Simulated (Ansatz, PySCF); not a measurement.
Si(H)2(Cl)(Et) (C2H7ClSi), SMILES CC[SiH2]Cl. Atoms are numbered in the order given.

```xyz
11

Si     0.5147     0.7915    -0.1763
Cl     1.2722    -1.0523     0.4531
C     -1.2360     0.5464    -0.8115
C     -2.2051    -0.0517     0.2161
H      0.5420     1.7102     0.9955
H      1.4094     1.3144    -1.2446
H     -1.5923     1.5331    -1.1618
H     -1.1779    -0.0924    -1.7102
H     -2.3063     0.5981     1.1007
H     -3.2112    -0.1904    -0.2105
H     -1.8505    -1.0332     0.5674
```

The structure is a stationary point at B3LYP-D3(BJ)/def2-SVP. One conformer was computed; it need not be the lowest.

Vertical ionisation energy (IE) and electron affinity (EA) in eV. Rows of orbital energies are one-electron estimates. Where ΔSCF, EOM or ADC give a negative EA the extra electron is unbound and the value depends on the basis.

```csv
level,IE,EA
"−ε(HOMO), −ε(LUMO), CAM-B3LYP/def2-TZVP (PySCF)",9.83,-1.34
"−ε(HOMO), −ε(LUMO), PBE/def2-TZVP (PySCF)",7.15,0.58
"ΔSCF, PBE0/def2-SVPD (Ansatz), final states of multiplicity 2 and 2",10.51,-1.50
"ΔSCF, PBE/def2-SVPD (Ansatz), final states of multiplicity 2 and 2",10.11,-1.34
```

### Question
What vertical singlet–triplet gap does ΔSCF give with PBE0/def2-SVPD (Ansatz, a quantum-chemistry and plane-wave program) and with PBE/def2-SVPD (Ansatz)? (The exact figures need the calculation; the answer reports its results.)

### Answer
6.91 and 6.40 eV (triplet above singlet where positive).
